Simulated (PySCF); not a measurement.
C9H13NS.
Atom-mapped SMILES: `[CH3:1][C:2]([CH3:3])([CH3:4])[c:5]1[cH:6][cH:7][c:8]([SH:9])[cH:10][n:11]1` (hydrogens: H12, H13, H14 on C1; H15, H16, H17 on C3; H18, H19, H20 on C4; H21 on C6; H22 on C7; H23 on S9; H24 on C10)

Cartesian coordinates in Å at the PBE0-D3(BJ)/def2-SVP level; atoms count from 1:
```
atom  x, y, z in Å
C1    -1.8397    1.5130   -0.6256
C2    -1.4478    0.1092   -0.1697
C3    -1.9079   -0.0994    1.2808
C4    -2.1291   -0.9227   -1.0779
C5     0.0677   -0.0656   -0.2263
C6     0.6672   -1.3151   -0.0036
C7     2.0480   -1.4342   -0.0404
C8     2.8231   -0.2980   -0.3004
S9     4.5781   -0.4431   -0.3534
C10    2.1380    0.9042   -0.5070
N11    0.8168    1.0081   -0.4688
H12   -1.3680    2.2813    0.0013
H13   -1.5189    1.6987   -1.6609
H14   -2.9332    1.6302   -0.5707
H15   -1.6523   -1.1057    1.6477
H16   -1.4358    0.6352    1.9510
H17   -3.0006    0.0200    1.3574
H18   -1.9433   -1.9561   -0.7478
H19   -1.7764   -0.8294   -2.1166
H20   -3.2195   -0.7680   -1.0737
H21    0.0563   -2.1969    0.1998
H22    2.5243   -2.4032    0.1312
H23    4.8237    0.8595   -0.6093
H24    2.6964    1.8264   -0.7138
```

Computed with PBE0-D3(BJ)/def2-SVP geometry optimisation, gas phase in PySCF.

Take the most abundant isotopes and a rigid rotor. The values belong to one conformer with, in the numbering `[CH3:1][C:2]([CH3:3])([CH3:4])[c:5]1[cH:6][cH:7][c:8]([SH:9])[cH:10][n:11]1`, C7–C8–S9–H -179°.

(1) Give the principal moments of inertia and the rotational constants in GHz.

(2) Classify the top.

(3) What does the inertial defect say?

(4) Give the other two planar moments, Paa and Pbb, and the rms extents of the mass along the axes.

(5) Which lines would a microwave search look for?

(6) Estimate the classical rotational partition function at 10 K, 25 K and 200 K.

Answers

(1) Ia = 196.77, Ib = 1052.11, Ic = 1138.09 u·Å²; 505379 MHz·u·Å²/I gives 2568, 480.3 and 444.1 MHz, that is A = 2.5684, B = 0.4803, C = 0.4441 GHz.

(2) A near-prolate asymmetric top. Ray's parameter κ = (2B − A − C)/(A − C) = -0.966; −1 is the prolate and +1 the oblate limit.

(3) Not planar: Δ = Ic − Ia − Ib = -110.78 u·Å². For a rigid frame Δ = −2 Σ m c², so Σ m c² = 55.39 u·Å² lies off the ab plane: 17.65 from hydrogen and 37.74 from heavier atoms. The atom farthest from that plane is 2.18 Å away.

(4) Paa = Σ m a² = (Ib + Ic − Ia)/2 = 996.72 and Pbb = Σ m b² = (Ia + Ic − Ib)/2 = 141.38 u·Å². With the mass M = 167.08 u, the rms extents √(P/M) along a, b and c are 2.44, 0.92, 0.58 Å.

(5) The dipole components are |μa| = 0.08 D, |μb| = 0.74 D, |μc| = 0.05 D. Intensities carry the squares of the components, which stand as 0.01 : 1.00 : 0.00 (a : b : c). Some lines, for components of 0.1 D or more:

```csv
type,branch,"J(Ka,Kc)",MHz,lower level (cm⁻¹)
b,Q,"1(1,0) ← 1(0,1)",2124,0.031
b,Q,"2(1,1) ← 2(0,2)",2161,0.092
b,R,"1(1,1) ← 0(0,0)",3012,0.000
b,R,"2(1,2) ← 1(0,1)",3901,0.031
b,Q,"2(2,0) ← 2(1,1)",6265,0.165
b,Q,"2(2,1) ← 2(1,2)",6373,0.161
b,R,"2(2,1) ← 1(1,0)",8149,0.102
b,R,"2(2,0) ← 1(1,1)",8186,0.100
```

(6) Point group C1, symmetry number σ = 1; q = (√π/σ)·√((kT/h)³/(ABC)), k/h = 20836.6 MHz/K: 7200 at 10 K, 28500 at 25 K, 644000 at 200 K.

PBE0-D3(BJ)/def2-SVP frequencies: not computed here. No vibrational averaging or centrifugal distortion is included, and the geometry carries the error of its method. A rigid rotor knows nothing of internal rotation, which can split or shift real lines. Quadrupole hyperfine structure (14N) is left out.
